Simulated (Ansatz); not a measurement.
ClFMoOS, SMILES `[O]=[Mo]([F])(=[S])[Cl]`, relaxed with RKS PBE-D4/def2-SVP in Ansatz 0.2.0 from a rough embedded geometry. The force threshold is 0.03 eV/Å; the program also tests the step.

The species carries charge 0 and has multiplicity 1. Mo: def2 effective core potential.

Start:

```xyz
5

O    -1.812   -0.560    0.037
Mo   -0.091    0.028   -0.033
F     0.537   -0.176   -1.881
S     0.044    1.958    0.443
Cl    1.322   -1.250    1.434
```

Question: How much energy does the relaxation release, and in how many steps? (An estimate is asked.)

Answer: The calculation gave: 93.87 kJ/mol, in 5 steps.

Question: Which bonds change most? (Estimate.)

Answer: The calculation gave: Mo2–Cl5 from 2.405 to 2.263 Å; O1–Mo2 from 1.820 to 1.683 Å; Mo2–S4 from 1.993 to 2.125 Å; Mo2–F3 from 1.963 to 1.850 Å.

Question: Give the relaxed structure. (An estimate is asked.)

Answer: Ansatz gave: 
```xyz
5

O    -1.659   -0.541    0.065
Mo   -0.059   -0.040   -0.082
F     0.504   -0.208   -1.836
S     0.005    2.009    0.480
Cl    1.210   -1.220    1.373
```
